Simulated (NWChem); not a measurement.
System: hydrogen selenide (H2Se); SMILES [SeH2]

The following NWChem deck was run.

```
start job
memory heap 200 mb stack 900 mb global 1100 mb
geometry units angstroms noautosym nocenter noautoz
  Se     0.000000     0.000000     0.070389
  H      1.047558     0.000000    -0.955875
  H     -1.047558     0.000000    -0.955875
end
basis spherical
  Se library aug-cc-pvdz
  H library aug-cc-pvdz
end
dft
  xc pbe0
  iterations 150
end
property
  response 1 0.0
end
task dft property
```

Parts of the log:

```
             Northwest Computational Chemistry Package (NWChem) 7.3.0
             --------------------------------------------------------

                             Geometry "geometry" -> ""
                             -------------------------

 Output coordinates in angstroms (scale by  1.889725989 to convert to a.u.)

  No.       Tag          Charge          X              Y              Z
 ---- ---------------- ---------- -------------- -------------- --------------
    1 Se                  34.0000     0.00000000     0.00000000     0.07038900
    2 H                    1.0000     1.04755800     0.00000000    -0.95587500
    3 H                    1.0000    -1.04755800     0.00000000    -0.95587500

 Effective nuclear repulsion energy (a.u.)      24.7900987234

                              NWChem Property Module
                              ----------------------

                                 NWChem DFT Module
                                 -----------------

 Summary of "ao basis" -> "ao basis" (spherical)
 ------------------------------------------------------------------------------
       Tag                 Description            Shells   Functions and Types
 ---------------- ------------------------------  ------  ---------------------
 Se                       aug-cc-pvdz               14       36   6s5p3d
 H                        aug-cc-pvdz                5        9   3s2p

            General Information
            -------------------
          SCF calculation type: DFT
          Wavefunction type:  closed shell.
          No. of atoms     :     3
          No. of electrons :    36
           Alpha electrons :    18
            Beta electrons :    18
          Charge           :     0
          Spin multiplicity:     1
          Use of symmetry is: off; symmetry adaption is: off
          Maximum number of iterations: 150
          AO basis - number of functions:    54
                     number of shells:    24
          Convergence on energy requested:  1.00D-06
          Convergence on density requested:  1.00D-05
          Convergence on gradient requested:  5.00D-04

              XC Information
              --------------
                         PBE0 Method XC Functional
                     Hartree-Fock (Exact) Exchange  0.250
          PerdewBurkeErnzerhof Exchange Functional  0.750
            Perdew 1991 LDA Correlation Functional  1.000 local
           PerdewBurkeErnz. Correlation Functional  1.000 non-local

             Grid Information
             ----------------
          Grid used for XC integration:  medium
          Radial quadrature: Mura-Knowles
          Angular quadrature: Lebedev.
          Tag              B.-S. Rad. Rad. Pts. Rad. Cut. Ang. Pts.
          ---              ---------- --------- --------- ---------
          Se                  1.15      112          11.0       590
          H                   0.35       45          12.0       434
          Grid pruning is: on
          Number of quadrature shells:   202
          Spatial weights used:  Erf1

      Superposition of Atomic Density Guess
      -------------------------------------

 Sum of atomic energies:       -2400.77995558

      Non-variational initial energy
      ------------------------------

 Total energy =   -2400.928055
 1-e energy   =   -3392.365592
 2-e energy   =     966.647438
 HOMO         =      -0.295002
 LUMO         =       0.022841

   convergence    iter        energy       DeltaE   RMS-Dens  Diis-err
 ---------------- ----- ----------------- --------- --------- ---------
 d= 0,ls=0.0,diis     1  -2402.4175488734 -2.43D+03  9.00D-03  1.44D-01
 d= 0,ls=0.0,diis     2  -2402.4292745292 -1.17D-02  3.08D-03  3.28D-02
 d= 0,ls=0.0,diis     3  -2402.4341763839 -4.90D-03  1.02D-03  3.78D-03
 d= 0,ls=0.0,diis     4  -2402.4348916064 -7.15D-04  1.24D-04  6.26D-05
 d= 0,ls=0.0,diis     5  -2402.4349003274 -8.72D-06  2.31D-05  2.44D-06
 d= 0,ls=0.0,diis     6  -2402.4349007491 -4.22D-07  1.95D-06  6.43D-09

         Total DFT energy =    -2402.434900749075
      One electron energy =    -3393.328881268379
           Coulomb energy =     1053.657408143136
    Exchange-Corr. energy =      -87.553526347205
 Nuclear repulsion energy =       24.790098723373

 Numeric. integr. density =       35.999973864546

                       DFT Final Molecular Orbital Analysis
                       ------------------------------------

 Vector   16  Occ=2.000000D+00  E=-4.339538D-01
              MO Center= -3.8D-11,  1.5D-14, -4.8D-01, r^2= 1.7D+00
   Bfn.  Coefficient  Atom+Function         Bfn.  Coefficient  Atom+Function
  ----- ------------  ---------------      ----- ------------  ---------------
    13      0.389316  1 Se px                37      0.311345  2 H  s
    46     -0.311345  3 H  s                 16      0.265639  1 Se px
    38      0.102500  2 H  s                 47     -0.102500  3 H  s
    30      0.060973  1 Se d  1              25     -0.056492  1 Se d  1
    39      0.032870  2 H  s                 48     -0.032870  3 H  s

 Vector   17  Occ=2.000000D+00  E=-3.706177D-01
              MO Center=  6.3D-11, -1.9D-12,  5.5D-02, r^2= 1.9D+00
   Bfn.  Coefficient  Atom+Function         Bfn.  Coefficient  Atom+Function
  ----- ------------  ---------------      ----- ------------  ---------------
    15      0.422811  1 Se pz                 5      0.354077  1 Se s
    18      0.291898  1 Se pz                37     -0.228599  2 H  s
    46     -0.228599  3 H  s                  4      0.227215  1 Se s
    38     -0.139032  2 H  s                 47     -0.139032  3 H  s
     6      0.061361  1 Se s

 Vector   18  Occ=2.000000D+00  E=-2.614397D-01
              MO Center= -1.0D-11,  2.7D-12,  1.0D-02, r^2= 1.8D+00
   Bfn.  Coefficient  Atom+Function         Bfn.  Coefficient  Atom+Function
  ----- ------------  ---------------      ----- ------------  ---------------
    14      0.526295  1 Se py                17      0.509444  1 Se py
    20      0.058904  1 Se py                44      0.026407  2 H  py
    53      0.026407  3 H  py

 Vector   19  Occ=0.000000D+00  E=-1.521526D-02
              MO Center= -6.1D-09, -6.0D-11, -7.0D-01, r^2= 1.0D+01
   Bfn.  Coefficient  Atom+Function         Bfn.  Coefficient  Atom+Function
  ----- ------------  ---------------      ----- ------------  ---------------
     6      0.962125  1 Se s                 39     -0.831630  2 H  s
    48     -0.831630  3 H  s                  5      0.497958  1 Se s
    38     -0.451596  2 H  s                 47     -0.451596  3 H  s
    18     -0.424551  1 Se pz                21     -0.403966  1 Se pz
     4      0.217526  1 Se s                 15     -0.163581  1 Se pz

 Vector   20  Occ=0.000000D+00  E=-2.059954D-03
              MO Center=  1.6D-09, -2.3D-12, -3.7D-01, r^2= 5.3D+00
   Bfn.  Coefficient  Atom+Function         Bfn.  Coefficient  Atom+Function
  ----- ------------  ---------------      ----- ------------  ---------------
    39      1.442104  2 H  s                 48     -1.442104  3 H  s
    19     -0.967753  1 Se px                16     -0.594295  1 Se px
    38      0.575768  2 H  s                 47     -0.575768  3 H  s
    13     -0.318147  1 Se px                37      0.225587  2 H  s
    46     -0.225587  3 H  s                 30      0.123205  1 Se d  1

 Vector   21  Occ=0.000000D+00  E= 4.014857D-02
              MO Center=  5.4D-10, -3.2D-13, -7.9D-01, r^2= 1.4D+01
   Bfn.  Coefficient  Atom+Function         Bfn.  Coefficient  Atom+Function
  ----- ------------  ---------------      ----- ------------  ---------------
    39      1.645897  2 H  s                 48     -1.645897  3 H  s
    38     -0.497785  2 H  s                 47      0.497785  3 H  s
    16      0.186881  1 Se px                19      0.107534  1 Se px
    37     -0.104958  2 H  s                 46      0.104958  3 H  s
    13     -0.062492  1 Se px                30     -0.060354  1 Se d  1

     Multipole analysis of the density
     ---------------------------------

     L   x y z        total         alpha         beta         nuclear
     -   - - -        -----         -----         ----         -------
     0   0 0 0     -0.000000    -18.000000    -18.000000     36.000000

     1   1 0 0      0.000000      0.000000      0.000000      0.000000
     1   0 1 0     -0.000000     -0.000000     -0.000000      0.000000
     1   0 0 1     -0.296559     -0.603208     -0.603208      0.909858

     2   2 0 0    -13.016548    -10.427080    -10.427080      7.837613
     2   1 1 0     -0.000000     -0.000000     -0.000000      0.000000
     2   1 0 1      0.000000      0.000000      0.000000      0.000000
     2   0 2 0    -16.700607     -8.350303     -8.350303      0.000000
     2   0 1 1      0.000000      0.000000      0.000000      0.000000
     2   0 0 2    -13.884479    -10.505895    -10.505895      7.127312

 *** CALLING NEW AORESP DRIVER FOR CLOSED AND OPEN SHELLS ***
 Entering AOResponse driver routine

--------------------------------------------------------------------------------

          -----------------------------------------------
          Solving response equations for perturbing field
          -----------------------------------------------

 number of frequencies:     1
 frequency in a.u.:  0.0000000E+00
 Perturbing field: electric
 Using El. Dipole Length Gauge

 Setting up CPKS with frequency omega =      0.00000000 a.u.

 STATIC response

                                NWChem CPHF Module
                                ------------------

  scftype          =     RHF
  nclosed          =       18
  nopen            =        0
  variables        =      648
  # of vectors     =        3
  tolerance        = 0.10D-03
  level shift      = 0.00D+00
  max iterations   =       50
  max subspace     =       30

 SCF residual:    2.0291444948729905E-005

Iterative solution of linear equations
  No. of variables      648
  No. of equations        3
  Maximum subspace       30
        Iterations       50
       Convergence  1.0D-04

   iter   nsub   residual    time
   ----  ------  --------  ---------
     1      3    3.46D+00      41.0
     2      6    7.01D-01      53.6
     3      9    1.27D-01      67.7
     4     12    8.31D-03      81.2
     5     15    1.89D-03      93.8
     6     18    1.92D-04     106.4
     7     21    9.70D-06     120.7

 Electric Dipole Response Matrix (nonzero elements):

              1        2        3
    1   29.7761   0.0000  -0.0000
    2    0.0000  30.5278   0.0000
    3   -0.0000   0.0000  29.6496

 ------------------------------------------
 average:        29.98446 + I       0.00000

 DFT Linear Response polarizability / au
 Frequency  =       0.0000000 / au
              X              Y              Z
 -----------------------------------------------
 X      29.7760686      0.0000000     -0.0000000
 Y       0.0000000     30.5277568      0.0000000
 Z      -0.0000000      0.0000000     29.6495518
 -----------------------------------------------
 Eigenvalues =      29.7760686     30.5277568     29.6495518
 Isotropic   =      29.9844591
 Anisotropic =       0.8222791
 -----------------------------------------------

 Magnetic Dipole Response Matrix (nonzero elements):

 Exiting AOResponse driver routine
```

Level: PBE0/aug-cc-pVDZ. Coordinates come from a PBE0-D3(BJ)/def2-TZVP optimisation.
